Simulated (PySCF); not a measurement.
**Radial density of Zn³⁺ (zinc, charge +3)**

M06-L, [Ar] 3d9, 2D determinant. All numbers are calculated (PySCF 2.14, the non-relativistic Hamiltonian (point nucleus), in def2-QZVPPD).

| r (bohr) | 4πr²ρ (e/bohr) | 4πr²(ρα − ρβ) |
| --- | --- | --- |
| 0.000899 | 0.1778 | 0.0000 |
| 0.00151 | 0.4847 | 0.0000 |
| 0.00254 | 1.289 | 0.0000 |
| 0.00428 | 3.287 | 0.0000 |
| 0.00720 | 7.806 | -0.0001 |
| 0.0121 | 16.47 | -0.0002 |
| 0.0204 | 28.55 | -0.0002 |
| 0.0343 | 36.23 | 0.0004 |
| 0.0576 | 31.50 | 0.0035 |
| 0.0969 | 31.43 | 0.0200 |
| 0.163 | 41.80 | 0.1215 |
| 0.274 | 25.00 | 0.5435 |
| 0.461 | 22.20 | 1.2148 |
| 0.776 | 19.33 | 1.0345 |
| 1.31 | 4.179 | 0.2744 |
| 2.20 | 0.2635 | 0.0139 |
| 3.69 | 0.001872 | 0.0000 |
